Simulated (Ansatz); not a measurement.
Born–Oppenheimer molecular dynamics of a periodic cell of 13 atoms, LiSc12 (host Sc, host structure hcp, interstitial Li). It goes on from the last frame of an earlier run, with new velocities.

Level of theory: DFT PBE, scalar-relativistic, plane waves, PAW (Ansatz). Settings: accuracy low, cutoff 420 eV, k mesh 2x1x2, fermi-dirac smearing 0.1 eV, no spin polarisation.

* ensemble: NVE (velocity Verlet)
* time step: 1.5 fs
* steps asked: 300
* starting velocities drawn for: 1260 K
* seed: 988706

Frames 30 fs apart, positions in Å.

Velocities at 60.0 fs (Å/ps):

```
Sc -1.29 1.97 -8.82
Sc 4.05 1.58 -5.41
Sc 2.61 -5.58 -0.02
Sc 0.01 -1.26 7.89
Sc 4.96 3.02 -0.69
Sc -5.78 0.31 4.15
Sc -1.25 1.36 4.55
Sc 3.19 -2.23 0.69
Sc -0.40 1.49 -0.08
Sc -5.16 0.82 1.80
Sc 3.05 -0.47 -0.34
Sc -1.46 -2.08 -3.09
Li -16.37 6.95 -4.07
```

```xyz
13
Lattice="6.6200 0.0000 0.0000 -4.9650 8.5996 0.0000 0.0000 0.0000 5.2761" Properties=species:S:1:pos:R:3 time_fs=60.0 energy_less_start_eV=0.865 T=703
Sc 0.179 0.059 -0.165
Sc -0.079 2.156 2.255
Sc -1.869 2.041 -0.547
Sc -1.666 5.102 3.097
Sc -3.692 5.545 -0.182
Sc -3.395 7.562 2.581
Sc 2.889 -0.102 -0.102
Sc 3.247 2.016 2.266
Sc 1.619 2.844 -0.130
Sc 1.546 4.404 2.530
Sc 0.009 6.052 -0.332
Sc -0.050 7.635 2.337
Li -1.789 3.887 0.866
13
Lattice="6.6200 0.0000 0.0000 -4.9650 8.5996 0.0000 0.0000 0.0000 5.2761" Properties=species:S:1:pos:R:3 time_fs=90.0 energy_less_start_eV=0.244 T=1103
Sc 0.051 0.061 -0.406
Sc 0.026 2.060 2.128
Sc -1.775 1.919 -0.563
Sc -1.698 4.958 3.239
Sc -3.551 5.761 -0.135
Sc -3.573 7.572 2.648
Sc 2.945 -0.142 0.001
Sc 3.298 1.884 2.300
Sc 1.579 2.878 -0.195
Sc 1.432 4.632 2.570
Sc 0.096 6.008 -0.257
Sc -0.076 7.646 2.283
Li -1.897 4.385 0.823
13
Lattice="6.6200 0.0000 0.0000 -4.9650 8.5996 0.0000 0.0000 0.0000 5.2761" Properties=species:S:1:pos:R:3 time_fs=120.0 energy_less_start_eV=0.155 T=1160
Sc -0.107 -0.061 -0.515
Sc 0.065 1.797 2.078
Sc -1.704 2.040 -0.528
Sc -1.786 4.701 3.250
Sc -3.523 6.099 0.015
Sc -3.631 7.576 2.567
Sc 3.050 -0.264 -0.020
Sc 3.259 1.749 2.340
Sc 1.553 2.917 -0.369
Sc 1.438 5.036 2.562
Sc 0.166 5.935 -0.118
Sc -0.116 7.730 2.339
Li -1.317 4.262 0.912
13
Lattice="6.6200 0.0000 0.0000 -4.9650 8.5996 0.0000 0.0000 0.0000 5.2761" Properties=species:S:1:pos:R:3 time_fs=150.0 energy_less_start_eV=0.894 T=685
Sc -0.170 -0.170 -0.470
Sc 0.047 1.585 2.092
Sc -1.722 2.287 -0.459
Sc -1.938 4.545 3.253
Sc -3.493 6.141 0.175
Sc -3.481 7.625 2.454
Sc 3.145 -0.239 -0.195
Sc 3.195 1.698 2.354
Sc 1.570 2.967 -0.564
Sc 1.510 5.252 2.562
Sc 0.174 5.868 -0.066
Sc -0.212 7.746 2.459
Li -1.065 3.944 0.946
13
Lattice="6.6200 0.0000 0.0000 -4.9650 8.5996 0.0000 0.0000 0.0000 5.2761" Properties=species:S:1:pos:R:3 time_fs=180.0 energy_less_start_eV=0.042 T=1233
Sc -0.125 -0.156 -0.352
Sc -0.057 1.542 2.157
Sc -1.810 2.387 -0.425
Sc -2.147 4.627 3.239
Sc -3.365 5.789 0.210
Sc -3.224 7.698 2.446
Sc 3.208 -0.023 -0.402
Sc 3.186 1.769 2.277
Sc 1.599 2.984 -0.665
Sc 1.583 5.206 2.635
Sc 0.056 5.826 -0.122
Sc -0.313 7.615 2.522
Li -0.849 4.211 1.434
13
Lattice="6.6200 0.0000 0.0000 -4.9650 8.5996 0.0000 0.0000 0.0000 5.2761" Properties=species:S:1:pos:R:3 time_fs=210.0 energy_less_start_eV=0.182 T=1143
Sc 0.014 -0.131 -0.234
Sc -0.213 1.629 2.282
Sc -1.822 2.528 -0.378
Sc -2.371 4.853 3.197
Sc -3.206 5.368 0.246
Sc -3.104 7.675 2.447
Sc 3.188 0.186 -0.468
Sc 3.223 1.932 2.083
Sc 1.566 2.901 -0.597
Sc 1.648 5.089 2.699
Sc -0.122 5.854 -0.237
Sc -0.282 7.418 2.441
Li -0.365 3.962 1.692
13
Lattice="6.6200 0.0000 0.0000 -4.9650 8.5996 0.0000 0.0000 0.0000 5.2761" Properties=species:S:1:pos:R:3 time_fs=240.0 energy_less_start_eV=0.263 T=1090
Sc 0.125 -0.161 -0.164
Sc -0.292 1.574 2.467
Sc -1.708 2.767 -0.385
Sc -2.322 4.998 2.963
Sc -3.175 5.130 0.462
Sc -3.244 7.645 2.380
Sc 3.214 0.227 -0.437
Sc 3.190 2.132 1.933
Sc 1.467 2.735 -0.417
Sc 1.660 5.035 2.700
Sc -0.279 5.863 -0.304
Sc -0.119 7.347 2.251
Li -0.364 4.037 1.895
13
Lattice="6.6200 0.0000 0.0000 -4.9650 8.5996 0.0000 0.0000 0.0000 5.2761" Properties=species:S:1:pos:R:3 time_fs=270.0 energy_less_start_eV=0.374 T=1019
Sc 0.111 -0.258 -0.164
Sc -0.270 1.400 2.597
Sc -1.555 2.964 -0.454
Sc -2.050 5.091 2.868
Sc -3.329 5.093 0.509
Sc -3.443 7.730 2.302
Sc 3.386 0.118 -0.434
Sc 3.082 2.277 2.018
Sc 1.359 2.614 -0.252
Sc 1.602 4.994 2.749
Sc -0.378 5.831 -0.327
Sc 0.005 7.451 2.068
Li -0.393 3.954 1.695
13
Lattice="6.6200 0.0000 0.0000 -4.9650 8.5996 0.0000 0.0000 0.0000 5.2761" Properties=species:S:1:pos:R:3 time_fs=300.0 energy_less_start_eV=0.390 T=1009
Sc 0.012 -0.395 -0.262
Sc -0.234 1.307 2.600
Sc -1.550 2.972 -0.560
Sc -1.834 5.246 2.868
Sc -3.594 5.220 0.275
Sc -3.456 7.812 2.291
Sc 3.575 0.036 -0.501
Sc 3.029 2.293 2.293
Sc 1.364 2.513 -0.201
Sc 1.523 4.950 2.918
Sc -0.376 5.828 -0.261
Sc -0.001 7.595 2.025
Li 0.014 3.478 1.664
13
Lattice="6.6200 0.0000 0.0000 -4.9650 8.5996 0.0000 0.0000 0.0000 5.2761" Properties=species:S:1:pos:R:3 time_fs=330.0 energy_less_start_eV=0.472 T=956
Sc -0.049 -0.494 -0.426
Sc -0.241 1.323 2.511
Sc -1.700 2.859 -0.604
Sc -1.788 5.373 2.699
Sc -3.818 5.414 0.058
Sc -3.248 7.772 2.320
Sc 3.613 0.062 -0.610
Sc 3.070 2.205 2.534
Sc 1.518 2.362 -0.282
Sc 1.515 4.997 3.095
Sc -0.313 5.800 -0.014
Sc -0.079 7.667 2.155
Li -0.138 3.726 1.981
13
Lattice="6.6200 0.0000 0.0000 -4.9650 8.5996 0.0000 0.0000 0.0000 5.2761" Properties=species:S:1:pos:R:3 time_fs=360.0 energy_less_start_eV=0.786 T=754
Sc -0.033 -0.482 -0.564
Sc -0.208 1.417 2.332
Sc -1.843 2.792 -0.481
Sc -1.977 5.368 2.589
Sc -3.808 5.579 0.065
Sc -3.067 7.722 2.284
Sc 3.502 0.062 -0.608
Sc 3.148 2.073 2.522
Sc 1.599 2.276 -0.294
Sc 1.578 5.143 3.096
Sc -0.322 5.729 0.224
Sc -0.075 7.674 2.295
Li -0.221 3.646 1.829
13
Lattice="6.6200 0.0000 0.0000 -4.9650 8.5996 0.0000 0.0000 0.0000 5.2761" Properties=species:S:1:pos:R:3 time_fs=390.0 energy_less_start_eV=-0.158 T=1362
Sc 0.014 -0.330 -0.601
Sc -0.101 1.418 2.162
Sc -1.898 2.803 -0.283
Sc -2.190 5.095 2.716
Sc -3.592 5.662 0.251
Sc -3.104 7.809 2.140
Sc 3.341 -0.069 -0.411
Sc 3.214 1.975 2.270
Sc 1.531 2.367 -0.266
Sc 1.601 5.253 2.928
Sc -0.391 5.709 0.204
Sc 0.015 7.635 2.346
Li 0.129 3.811 1.855
```

Of the whole run (450 fs, mean temperature of the second half 1032 K): The conserved energy stayed within 0.089 meV per atom of its start (net change 0.023 meV per atom), so the integration is sound. A run of 0.45 ps of so small a system gives no equilibrium averages. Limits of this set-up: coarse k mesh, low accuracy level.

Run time: 13 min on 1 thread of Intel(R) Xeon(R) Platinum 8488C (Sapphire Rapids), on a shared host, peak memory 0.65 GiB.
